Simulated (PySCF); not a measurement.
H5Si, SMILES [SiH5-], charge -1. Atoms are numbered in the order given.

```xyz
6

Si     0.0000     0.0000     0.0000
H      0.0000     0.0000     1.6219
H      0.0000     0.0000    -1.6219
H      1.5325     0.0000     0.0000
H     -0.7663     1.3272     0.0000
H     -0.7663    -1.3272     0.0000
```
Charge -1, spin multiplicity 1.

Geometry optimised at PBE0-D3(BJ)/def2-TZVPD.

Method: PBE/pcJ-1 run with PySCF.

Isotropic couplings with Fermi-contact, spin-dipole and both spin-orbit terms, one fixed conformer, no vibrational averaging. Isotopes: 1H, 29Si.

### Question
Estimate the spin–spin coupling constants. (The exact figures need the calculation; the answer reports its results.)

### Answer

| pair | bonds apart | J (Hz) |
|---|---|---|
| Si1–H2 | 1 | -94.2 |
| Si1–H3 | 1 | -94.2 |
| Si1–H4 | 1 | -171.0 |
| Si1–H5 | 1 | -171.0 |
| Si1–H6 | 1 | -171.0 |
| H2–H3 | 2 | 5.8 |
| H2–H4 | 2 | 25.2 |
| H2–H5 | 2 | 25.2 |
| H2–H6 | 2 | 25.2 |
| H3–H4 | 2 | 25.2 |
| H3–H5 | 2 | 25.2 |
| H3–H6 | 2 | 25.2 |
| H4–H5 | 2 | -9.8 |
| H4–H6 | 2 | -9.8 |
| H5–H6 | 2 | -9.8 |
